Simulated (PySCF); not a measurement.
Isomers of C6H12Ge.

All values: wB97X-D/def2-SVPD (PySCF) at PBE0-D3(BJ)/def2-SVP geometries, gas phase, one conformer each. Core orbitals are frozen in the response; Δα² is half the sum of the squared differences of the principal polarisabilities. The calculation is non-relativistic, for germanium too.

Question: Rank by HOMO–LUMO gap, lowest first.
A. `[CH2:1]=[C:2]([CH3:3])[GeH:4]1[CH2:5][CH2:6][CH2:7]1` with C1–C2–Ge4–C5 -93°, C2–Ge4–C5–C6 134°, Ge4–C5–C6–C7 -22°, C5–C6–C7–Ge4 22°, C2–Ge4–C7–C6 -134°
B. `[CH3:1][CH:2]([CH3:3])[CH2:4][C:5]#[C:6][GeH3:7]` with C1–C2–C4–C5 63°
C. `[CH2:1]1[CH2:2][CH:3]1[GeH2:4][CH:5]1[CH2:6][CH2:7]1` with C2–C3–Ge4–C5 147°, C3–Ge4–C5–C6 -79°
D. `[CH2:1]=[CH:2][Ge@@H:3]1[CH2:4][CH2:5][C@@H:6]1[CH3:7]` with C1–C2–Ge3–C4 -141°, C2–Ge3–C4–C5 -91°, Ge3–C4–C5–C6 -24°, C4–C5–C6–C7 150°, C2–Ge3–C6–C5 92°

Answer: D (10.20 eV), A (10.63 eV), B (11.17 eV), C (11.81 eV).

Question: Rank by vertical ionisation energy (ΔSCF), highest first.
A. `[CH2:1]1[CH2:2][CH:3]1[GeH2:4][CH:5]1[CH2:6][CH2:7]1` with C2–C3–Ge4–C5 147°, C3–Ge4–C5–C6 -79°
B. `[CH2:1]=[C:2]([CH3:3])[GeH:4]1[CH2:5][CH2:6][CH2:7]1` with C1–C2–Ge4–C5 -93°, C2–Ge4–C5–C6 134°, Ge4–C5–C6–C7 -22°, C5–C6–C7–Ge4 22°, C2–Ge4–C7–C6 -134°
C. `[CH2:1]=[C:2]([CH3:3])[C@@H:4]1[CH2:5][C@@H:6]1[GeH3:7]` with C1–C2–C4–C5 -13°

Answer: A (9.61 eV), B (9.11 eV), C (8.92 eV).

Question: Rank by mean static polarisability, lowest first.
A. `[CH3:1][CH:2]([CH3:3])[CH2:4][C:5]#[C:6][GeH3:7]` with C1–C2–C4–C5 63°
B. `[CH2:1]=[CH:2][Ge@@H:3]1[CH2:4][CH2:5][C@@H:6]1[CH3:7]` with C1–C2–Ge3–C4 -141°, C2–Ge3–C4–C5 -91°, Ge3–C4–C5–C6 -24°, C4–C5–C6–C7 150°, C2–Ge3–C6–C5 92°
C. `[CH2:1]1[CH2:2][CH:3]1[GeH2:4][CH:5]1[CH2:6][CH2:7]1` with C2–C3–Ge4–C5 147°, C3–Ge4–C5–C6 -79°
D. `[CH2:1]=[C:2]([CH3:3])[C@@H:4]1[CH2:5][C@@H:6]1[GeH3:7]` with C1–C2–C4–C5 -13°

Answer: C (14.40 Å³), D (14.86 Å³), B (15.19 Å³), A (15.46 Å³).

All values together:

```
                      SMILES  μ (D)  HOMO (eV)  LUMO (eV)  α (Å³)  Δα (Å³)  ΔSCF removal energy (eV)
           CC(C)CC#[C][GeH3]   1.13      -9.36       1.80   15.46     6.38                      9.53
C=[CH][Ge@@H]1[CH2]C[C@@H]1C   0.24      -8.85       1.35   15.19     5.47                      8.91
 C=[CH][Ge@@H]1[CH2]C[C@H]1C   0.56      -8.86       1.27   15.32     6.33                      8.92
      C1C[CH]1[GeH2][CH]1CC1   0.81      -9.52       2.29   14.40     3.88                      9.61
  C=[C](C)[GeH]1[CH2]C[CH2]1   0.51      -9.03       1.60   15.07     4.49                      9.11
 C=C(C)[C@@H]1C[C@@H]1[GeH3]   0.96      -8.85       1.85   14.86     1.46                      8.92
```

Conformers: `[CH3:1][CH:2]([CH3:3])[CH2:4][C:5]#[C:6][GeH3:7]` with C1–C2–C4–C5 63°; `[CH2:1]=[CH:2][Ge@@H:3]1[CH2:4][CH2:5][C@@H:6]1[CH3:7]` with C1–C2–Ge3–C4 -141°, C2–Ge3–C4–C5 -91°, Ge3–C4–C5–C6 -24°, C4–C5–C6–C7 150°, C2–Ge3–C6–C5 92°; `[CH2:1]=[CH:2][Ge@@H:3]1[CH2:4][CH2:5][C@H:6]1[CH3:7]` with C1–C2–Ge3–C4 -138°, C2–Ge3–C4–C5 -135°, Ge3–C4–C5–C6 23°, C4–C5–C6–C7 -151°, C2–Ge3–C6–C5 135°; `[CH2:1]1[CH2:2][CH:3]1[GeH2:4][CH:5]1[CH2:6][CH2:7]1` with C2–C3–Ge4–C5 147°, C3–Ge4–C5–C6 -79°; `[CH2:1]=[C:2]([CH3:3])[GeH:4]1[CH2:5][CH2:6][CH2:7]1` with C1–C2–Ge4–C5 -93°, C2–Ge4–C5–C6 134°, Ge4–C5–C6–C7 -22°, C5–C6–C7–Ge4 22°, C2–Ge4–C7–C6 -134°; `[CH2:1]=[C:2]([CH3:3])[C@@H:4]1[CH2:5][C@@H:6]1[GeH3:7]` with C1–C2–C4–C5 -13°.

By how much does the ΔSCF value exceed −ε(HOMO) over the species that have both?

By 0.06 to 0.17 eV, 0.09 eV on average, over 6 species.
